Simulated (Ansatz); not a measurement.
Relaxation of BFH4NO (8 atoms, charge 0, multiplicity 2), to a largest force component of 0.03 eV/Å in at most 50 steps.

These are results of Ansatz, UHF/6-31G*, not measurements.

```xyz
8
Properties=species:S:1:pos:R:3
B -0.052 -0.125 -0.008
F 0.005 -0.894 1.076
H 0.943 0.387 -0.399
N -1.273 0.036 -0.652
H -2.115 -0.380 -0.319
H -1.389 0.606 -1.458
O -0.469 0.220 3.199
H -0.078 -0.652 3.219
```

Question: Where does it end, and by what steps?

Answer: The run converged. The force dipped under the threshold on the way, but the program's further checks kept it going. After 26 steps the energy has fallen by 0.135 eV; O7 moved furthest, 0.87 Å.

```
step  energy less start (eV)  largest force component (eV/Å)  accepted
   0                  0.0000                           0.385       yes
   1                 -0.0632                           0.795       yes
   2                 -0.0265                           1.966        no
   3                 -0.0841                           0.182       yes
   4                 -0.1023                           0.206       yes
   5                 -0.1070                           0.937       yes
   6                 -0.0813                           1.568        no
   7                 -0.1240                           0.393       yes
   8                 -0.1111                           0.578        no
   9                 -0.1303                           0.081       yes
  10                 -0.1310                           0.083       yes
  11                 -0.1315                           0.027       yes
  12                 -0.1321                           0.082       yes
  13                 -0.1324                           0.071       yes
  14                 -0.1330                           0.093       yes
  15                 -0.1332                           0.176       yes
  16                 -0.1335                           0.078       yes
  17                 -0.1336                           0.073       yes
  18                 -0.1337                           0.071       yes
  19                 -0.1341                           0.056       yes
  20                 -0.1342                           0.072       yes
  21                 -0.1344                           0.045       yes
  22                 -0.1345                           0.018       yes
  23                 -0.1346                           0.034       yes
  24                 -0.1347                           0.036       yes
  25                 -0.1348                           0.025       yes
  26                 -0.1348                           0.021       yes
```

```xyz
8
Properties=species:S:1:pos:R:3
B -0.042 -0.099 -0.131
F 0.015 -0.685 1.074
H 0.967 0.296 -0.613
N -1.272 0.023 -0.760
H -2.123 -0.304 -0.355
H -1.379 0.450 -1.652
O -0.401 -0.122 4.000
H -0.194 -0.360 3.094
```

Whether the end is a true minimum wasn't checked by a vibrational analysis.

Run time: 38 s on 1 thread of Intel(R) Xeon(R) 6975P-C (Granite Rapids) (shared host), peak memory 0.16 GiB.
